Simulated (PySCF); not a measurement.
## Spin-orbit coupling and the first ionisation energy along the lanthanides

Two-component X2C-1e calculated with PySCF 2.14: MP2 on generalised Hartree-Fock spinors (GMP2), with spin-orbit coupling off and on (screened by Boettger's factors); no Breit or QED terms. Values in eV; the references (NIST) lie between the lowest levels. Elements whose determinants are no pure J levels are left out.

```tsv
element	configurations	spin-free	with spin-orbit	shift	reference
Eu (x2c-TZVPall-2c with one added diffuse shell each of s, p, d, f type, [Ar] 3d10 frozen)	[Xe] 4f7 6s2 → [Xe] 4f7 6s1	5.568	5.570	0.002	5.670
Tb (x2c-TZVPall-2c with one added diffuse shell each of s, p, d, f type, [Ar] 3d10 frozen)	[Xe] 4f9 6s2 → [Xe] 4f9 6s1	5.775	5.777	0.002	5.864
Dy (x2c-TZVPall-2c with one added diffuse shell each of s, p, d, f type, [Ar] 3d10 frozen)	[Xe] 4f10 6s2 → [Xe] 4f10 6s1	5.857	5.860	0.003	5.939
Ho (x2c-TZVPall-2c with one added diffuse shell each of s, p, d, f type, [Ar] 3d10 frozen)	[Xe] 4f11 6s2 → [Xe] 4f11 6s1	5.947	5.950	0.003	6.021
Er (x2c-TZVPall-2c with one added diffuse shell each of s, p, d, f type, [Ar] 3d10 frozen)	[Xe] 4f12 6s2 → [Xe] 4f12 6s1	6.032	6.037	0.004	6.108
Tm (x2c-TZVPall-2c with one added diffuse shell each of s, p, d, f type, [Ar] 3d10 frozen)	[Xe] 4f13 6s2 → [Xe] 4f13 6s1	6.115	6.121	0.005	6.184
Yb (x2c-TZVPall-2c with one added diffuse shell each of s, p, d, f type, [Ar] 3d10 frozen)	[Xe] 4f14 6s2 → [Xe] 4f14 6s1	6.191	6.197	0.006	6.254
```

What remains against the references is mostly the basis and correlation beyond MP2.
